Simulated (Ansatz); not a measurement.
**Ligand exchange: CH2ClF + InH2I → CH2ClI + InH2F**

Species: CH2ClF (chlorofluoromethane) `FCCl`, singlet; InH2I `[InH2][I]`, singlet; CH2ClI `ClCI`, singlet; InH2F `[F][InH2]`, singlet. The partners trade F for I: C–F and In–I bonds give way to C–I and In–F.

Shapes, held fixed at every level: PBE0-D4/def2-TZVP. Programs: Ansatz 0.2.0. The zero-point and thermal change to 298 K, harmonic and unscaled (PBE0-D4/def2-TZVP), is -4.4 kJ/mol.

```csv
level,kind,ΔH(298 K) (kJ/mol),less CCSD(T)/def2-TZVPP,CPU time (sum over the molecules)
PBE-D4/def2-TZVPP,GGA,+48.9,-3.4,12 s
B3LYP-D4/def2-TZVPP,global hybrid,+51.6,-0.7,17 s
wB97M-V/def2-TZVPP,range-separated hybrid,+56.7,+4.4,43 s
MP2/def2-TZVPP,perturbation theory,+47.9,-4.4,–
CCSD(T)/def2-SVP,coupled cluster or CI,+76.3,+24.0,9.3 s
CCSD/def2-SVP,coupled cluster or CI,+78.9,+26.6,–
CCSD(T)/def2-TZVPP,coupled cluster or CI,+52.3,0.0,74 s
```

The highest level, CCSD(T)/def2-TZVPP, gives ΔH(298 K) = +52.3 kJ/mol; the levels span +47.9 to +78.9. The column of differences is taken from that level and isn't an error. No measured value is set beside it here. For atoms past krypton def2 sets carry core potentials with scalar relativity. Outer-core shells of I, In are correlated, in sets that cover them unevenly. Times are processor times on shared x86 and Arm servers, and rough.
